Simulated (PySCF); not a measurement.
Correlation energy of Cd²⁴⁺ (cadmium, charge +24)

[Ar] 3d6, high-spin 5D determinant. All numbers are calculated (PySCF 2.14, the spin-free X2C one-electron Hamiltonian (Gaussian nucleus), in an even-tempered Gaussian basis (19 s from 2.9 bohr⁻², ratio 2.5; 12 p from 3.8 bohr⁻², ratio 2.5; 8 d from 3.8 bohr⁻², ratio 2.5; 4 f from 16 bohr⁻², ratio 2.7; 3 g from 24 bohr⁻², ratio 2.7)). Frozen: [Ne]; 14 electrons correlated; the 31 highest virtual orbitals of each spin left out.

MP2 pair energies summed by pair of shells (mhartree):

```tsv
pair	energy	share (%)
3p-3d	-233.80	43.3
3d-3d	-126.40	23.4
3p-3p	-93.07	17.2
3s-3p	-41.74	7.7
3s-3d	-39.94	7.4
3s-3s	-5.39	1.0
```

Total MP2 correlation energy: -540.34 mhartree.

At this charge the one-electron X2C treatment keeps the bare 1/r₁₂, with no two-electron picture change or Breit term. The effect here is smaller than on the frozen 1s shell; and a scalar Hamiltonian misses the large spin-orbit splitting of the p shells, which matters for ns² → np² pairs.
